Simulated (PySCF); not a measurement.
PySCF input (M06-2X/6-31G* with LANL2DZ past Ar (5d)):

```python
from pyscf import gto, dft

mol = gto.M(
    atom='''
    Te   -0.00000000   -0.00000000   -0.57649326
    Cl    0.00000000    0.00000000    1.76339116
    ''',
    basis={'default': '6-31g*', 'Te': 'lanl2dz'},
    ecp={'Te': 'lanl2dz'},
    charge=0,
    spin=1,
    symmetry='C2v',
    verbose=4,
)

mf = dft.UKS(mol, xc='m062x')
mf.grids.level = 4
mf.conv_tol = 1e-9
mf.max_cycle = 100
mf.max_memory = 1500
mf.kernel()
if not mf.converged:
    mf = mf.newton()
    mf.kernel(mf.make_rdm1())
mf.dip_moment()
```

Problem. Predict the final energy.

Solution. -468.14916 Eh.
